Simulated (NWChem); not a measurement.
System: C$_{2}$H$_{7}$FSi; SMILES C[C@@H](F)[SiH3]

Computed with NWChem. Medium grid unless said otherwise, to which SCAN and Minnesota functionals are sensitive. The geometry was optimised at PBE0/def2-SVP. Hybrids' shares of exact exchange are those that their runs print; pure functionals count as 0. The functionals differ in more than this share.

| row | share of exact exchange | orbital gap (eV) |
|---|---|---|
| PBE/def2-TZVP | 0.00 | 6.61 |
| r2SCAN/def2-TZVP | 0.00 | 7.38 |
| TPSSh/def2-TZVP | 0.10 | withheld |
| B3LYP/def2-TZVP | 0.20 | 8.41 |
| Hartree-Fock/def2-TZVP | 1.00 | 15.01 |

Question: Fit a straight line of the last column on the one before it, predict the withheld value, and compare with the run.

Answer: 
1. Means of the 4 shown rows: x = 0.300, y = 9.352. Slope Σ(x − x̄)(y − ȳ)/Σ(x − x̄)² = 5.469/0.6800 = 8.043; intercept 6.940.
2. The shown rows scatter about the line by 0.284 (root mean square); the largest residual is +0.44, at r2SCAN/def2-TZVP.
3. At x = 0.10 (TPSSh/def2-TZVP; inside the shown range) the line gives 7.74.
4. The run gives 7.85, +0.11 from the line, 0.4 times the scatter.
